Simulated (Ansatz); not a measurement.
Consider the ligand exchange at a B–C bond: `C=CBBr` + CH₃NH₂ → `CNBBr` + ethylene.

Program: Ansatz. Geometries: PBE0-D4/def2-TZVP. ΔE: electronic, gas phase. CCSD(T)/CBS is the MP2 limit (def2-TZVPP, def2-QZVPP) plus CCSD(T) − MP2 in def2-TZVPP, frozen cores. This one scheme is used for every species. DFT in def2-TZVPP. HSE06 is defined as in plane-wave codes. For Br outer-core shells are correlated without core-valence functions, which leaves a few kJ/mol of doubt a bond. Scalar relativity is left out up to krypton. One conformer a species, not always the lowest.

Problem. Is it downhill or uphill in electronic energy at CCSD(T)/CBS, and by how much? (An estimate is asked.)

Solution. Computed: Downhill: ΔE = -1.24 eV.

Problem. What do these levels give: CAM-B3LYP-D4, BLYP, r2SCAN, HSE06, CCSD/def2-TZVPP, HF/CBS(def2)? (An estimate is asked.)

Solution. Ansatz gave: CAM-B3LYP-D4 -1.30, BLYP -1.23, r2SCAN -1.24, HSE06 -1.22, CCSD/def2-TZVPP -1.25, HF/CBS(def2) -1.22 eV.

Problem. What do rigid-rotor, harmonic-oscillator terms from PBE0-D4/def2-TZVP frequencies (298.15 K, 1 bar) make of the CCSD(T)/CBS value? (Best estimate.)

Solution. Computed: ΔZPE = +0.01 eV, ΔH = -1.24 eV, ΔS = -17 J/(mol·K), ΔG = -1.18 eV.

Largest T1 diagnostic among the species: 0.011.

Leaving LDA and LC-ωPBE aside and taking each functional with its dispersion term where it has one, the values, not all of them listed here, spread over 0.11 eV, from CAM-B3LYP-D4 to B97M-V. LDA lies −0.11 eV from PBE without D4. At CCSD(T), def2-SVP lies −0.15 eV from the extrapolated value and def2-TZVPP −0.00 eV.
